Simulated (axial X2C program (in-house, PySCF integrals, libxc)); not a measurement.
## Spin–orbit effects down a group: molecules with C, HF

Calculated with an in-house all-electron X2C program for linear molecules (integrals from PySCF), spin-free (one-electron X2C) or two-component (2c: spin–orbit coupling with atomic mean-field Coulomb and Gaunt terms, which also bring small scalar terms), in Dyall basis sets with cores contracted in-house; open shells are unrestricted.

Basis sets: Al dyall-v3z, C dyall-v3z, Ga dyall-cv3z, In dyall-cv3z.

```csv
molecule,spin-free state,Re (Å),ωe (cm⁻¹),De (eV),2c state,Re 2c (Å),ωe 2c (cm⁻¹),De 2c (eV)
AlC,"M_S = 3/2, Λ = 0",1.975,649.8,2.59,Ω = 3/2,1.975,649.7,2.59
GaC,"M_S = 3/2, Λ = 0",2.027,544.2,2.26,Ω = 3/2,2.027,543.9,n/a
InC,"M_S = 3/2, Λ = 0",2.231,480.8,1.99,Ω = 3/2,2.231,480.6,1.81
```

Each entry is the lowest single determinant of a limited PBE0 search at one distance. De goes to single-determinant-based atoms at the same level (for ions the charge split of lowest energy) and is withheld (n/a) where an atom does not fit its ground term or J level. Main or longest-lived isotopes. One determinant is a doubtful description, or other states lie close, for AlC, GaC, InC; these need not be ground states, and all values refer to the states named. With several unpaired electrons the Ω given is that of one determinant, not necessarily of the lowest component. Some light 2c atoms are not at their ground J level, so De misses part of their lowering (0.04 eV or less).
